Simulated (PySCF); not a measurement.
Compound: CH6Cl2Ga2.
SMILES with atom numbers: `[CH3:1][GaH-:2]1[Cl+:3][GaH2-:4][Cl+:5]1` (hydrogens: H6, H7, H8 on C1; H9 on Ga2; H10, H11 on Ga4)

Structure used (PBE0-D3(BJ)/def2-SVP), in Å, numbered top down from 1:
```
atom  x, y, z in Å
C1    -1.970   -0.673   -0.211
Ga2   -0.792    0.836    0.151
Cl3    0.813    0.049    1.741
Ga4    2.483   -0.031    0.064
Cl5    0.917    0.775   -1.520
H6    -2.638   -0.446   -1.056
H7    -2.589   -0.896    0.671
H8    -1.375   -1.564   -0.460
H9    -0.989    2.346    0.473
H10    2.695   -1.537   -0.261
H11    3.456    1.145    0.355
```

The calculation used PBE0-D3(BJ)/def2-SVP geometry optimisation, gas phase in PySCF 2.14.0.

Take the most abundant isotopes and a rigid rotor. 

Problem. What are A, B and C (GHz)?

Solution. Ia = 245.04, Ib = 556.03, Ic = 705.02 u·Å²; 505379 MHz·u·Å²/I gives 2062, 908.9 and 716.8 MHz, that is A = 2.0625, B = 0.9089, C = 0.7168 GHz.

Problem. What kind of rotor is it?

Solution. An asymmetric top; Ray's κ = -0.715.

Problem. Is it planar, by Δ = Ic − Ia − Ib?

Solution. Not planar: Δ = Ic − Ia − Ib = -96.05 u·Å². For a rigid frame Δ = −2 Σ m c², so Σ m c² = 48.03 u·Å² lies off the ab plane: 16.55 from hydrogen and 31.48 from heavier atoms. The atom farthest from that plane is 2.21 Å away.

Problem. Give the other two planar moments, Paa and Pbb, and the rms extents of the mass along the axes.

Solution. Paa = Σ m a² = (Ib + Ic − Ia)/2 = 508.01 and Pbb = Σ m b² = (Ia + Ic − Ib)/2 = 197.01 u·Å². With the mass M = 225.84 u, the rms extents √(P/M) along a, b and c are 1.50, 0.93, 0.46 Å.

Problem. List the rotational levels J(Ka,Kc) to J = 4 (cm⁻¹).

Solution. Above 0(0,0):
J = 1: 1(0,1) 0.0542, 1(1,1) 0.0927, 1(1,0) 0.0991
J = 2: 2(0,2) 0.1620, 2(1,2) 0.1948, 2(1,1) 0.2140, 2(2,1) 0.3294, 2(2,0) 0.3302
J = 3: 3(0,3) 0.3218, 3(1,3) 0.3474, 3(1,2) 0.3858, 3(2,2) 0.4921, 3(2,1) 0.4957, 3(3,1) 0.7009, 3(3,0) 0.7010
J = 4: 4(0,4) 0.5318, 4(1,4) 0.5502, 4(1,3) 0.6139, 4(2,3) 0.7084, 4(2,2) 0.7189, 4(3,2) 0.9192, 4(3,1) 0.9196, 4(4,1) 1.2098, 4(4,0) 1.2098

Problem. Predict some low-J microwave lines.

Solution. The dipole components are |μa| = 0.79 D, |μb| = 0.00 D, |μc| = 0.58 D. Intensities carry the squares of the components, which stand as 1.00 : 0.00 : 0.54 (a : b : c). Some lines, for components of 0.1 D or more:

```json
{"type": "a", "branch": "Q", "J(Ka,Kc)": "2(1,1) ← 2(1,2)", "MHz": "576", "lower level (cm⁻¹)": "0.195"}
{"type": "c", "branch": "Q", "J(Ka,Kc)": "2(1,2) ← 2(0,2)", "MHz": "984", "lower level (cm⁻¹)": "0.162"}
{"type": "c", "branch": "Q", "J(Ka,Kc)": "1(1,1) ← 1(0,1)", "MHz": "1154", "lower level (cm⁻¹)": "0.054"}
{"type": "a", "branch": "R", "J(Ka,Kc)": "1(0,1) ← 0(0,0)", "MHz": "1626", "lower level (cm⁻¹)": "0.000"}
{"type": "c", "branch": "R", "J(Ka,Kc)": "1(1,0) ← 0(0,0)", "MHz": "2971", "lower level (cm⁻¹)": "0.000"}
{"type": "a", "branch": "R", "J(Ka,Kc)": "2(1,2) ← 1(1,1)", "MHz": "3059", "lower level (cm⁻¹)": "0.093"}
{"type": "a", "branch": "R", "J(Ka,Kc)": "2(0,2) ← 1(0,1)", "MHz": "3229", "lower level (cm⁻¹)": "0.054"}
{"type": "a", "branch": "R", "J(Ka,Kc)": "2(1,1) ← 1(1,0)", "MHz": "3444", "lower level (cm⁻¹)": "0.099"}
{"type": "c", "branch": "Q", "J(Ka,Kc)": "2(2,1) ← 2(1,1)", "MHz": "3461", "lower level (cm⁻¹)": "0.214"}
{"type": "c", "branch": "R", "J(Ka,Kc)": "2(1,1) ← 1(0,1)", "MHz": "4789", "lower level (cm⁻¹)": "0.054"}
{"type": "c", "branch": "R", "J(Ka,Kc)": "2(2,0) ← 1(1,0)", "MHz": "6926", "lower level (cm⁻¹)": "0.099"}
{"type": "c", "branch": "R", "J(Ka,Kc)": "2(2,1) ← 1(1,1)", "MHz": "7096", "lower level (cm⁻¹)": "0.093"}
```

PBE0-D3(BJ)/def2-SVP frequencies: not computed here. These are rigid-rotor constants of the computed structure; measured ground-state constants (B0) also hold zero-point vibration. A rigid rotor knows nothing of internal rotation, which can split or shift real lines. Quadrupole hyperfine structure (35Cl, 69Ga) is left out.
